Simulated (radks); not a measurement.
Valence configurations of neutral potassium (all share [Ar]). All-electron calculation, scalar-relativistic Kohn-Sham, r2SCAN, spin-polarised, spherical densities, finite nucleus; open shells are filled with parallel spins first; meta-GGA in the generalised Kohn-Sham scheme; Fermi nuclear charge, rms radius 3.4349 fm. Program: a radial shooting solver on a logarithmic mesh with Libxc functionals. Order these by energy: 4s0.5 4p0.5; 4s1; 4p1; 3d0.5 4s0.5; 3d1.

Answer. From the lowest, in eV above it: 4s1 0.000; 4s0.5 4p0.5 0.821; 3d0.5 4s0.5 1.354; 4p1 1.597; 3d1 2.580. NIST lists [Ar] 4s1 as the ground configuration; this level of theory agrees among the configurations tried. The energies are those of spherical high-spin densities, not of single terms.
